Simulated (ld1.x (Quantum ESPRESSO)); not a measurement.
# Ranking TM semilocal potentials for Yb (Z = 70)

All share these settings but for the change named:

ld1.x (Quantum ESPRESSO) 7.5 input, shortened:

```
&input
   title='Yb', zed=70., rel=1, dft='PBE', iswitch=3,
   config='[Xe] 4f14 5d0 6s2 6p0'
 /
 &inputp
   pseudotype=1, tm=.true., lloc=3,
   nlcc=.false.
 /
4
5S  1  0   2.00   0.00  1.30  1.30  0.0
5P  2  1   6.00   0.00  2.45  2.45  0.0
5D  3  2   0.00   0.00  3.15  3.15  0.0
4F  4  3  14.00   0.00  1.25  1.25  0.0
 &test
   configts(1)='4f14 5s2 5p6 5d0 6s2 6p0'
 /
```

Occupied shells without a wave of their own: 6s. They enter only through the test configuration that unscreens the potential.

Test errors are all-electron minus pseudo excitation energies from the reference, over 4f14 5s2 5p6 5d0 6s1 6p0; 4f14 5s2 5p6 5d0 6s0 6p0; 4f13 5s2 5p6 5d0 6s0 6p0; 4f14 5s1 5p6 5d0 6s2 6p0; 4f12 5s2 5p6 5d0 6s0 6p0; 4f14 5s2 5p5 5d0 6s2 6p0; 4f14 5s2 5p6 5d1 6s0 6p0. None of these files shows a bound ghost.

The base gives 171.2 meV.

Of 7 variants that were run, those that failed, showed a ghost or another fault, or gave nearly equal values are left out.

A variant can come out equal or close to the base, since the largest error may sit in a test that the change hardly touches while other tests move.

Task: Rank these variants by their largest absolute test error, smallest first.
A. wave 5s (bound): rc 1.30 bohr becomes 5s (bound): rc 1.38 bohr
B. wave 5s (bound): rc 1.30 bohr becomes 5s (bound): rc 1.62 bohr
C. wave 5s (bound): rc 1.30 bohr becomes 5s (bound): rc 1.26 bohr

Result: C (155.5 meV), A (367.3 meV), B (1687.1 meV).
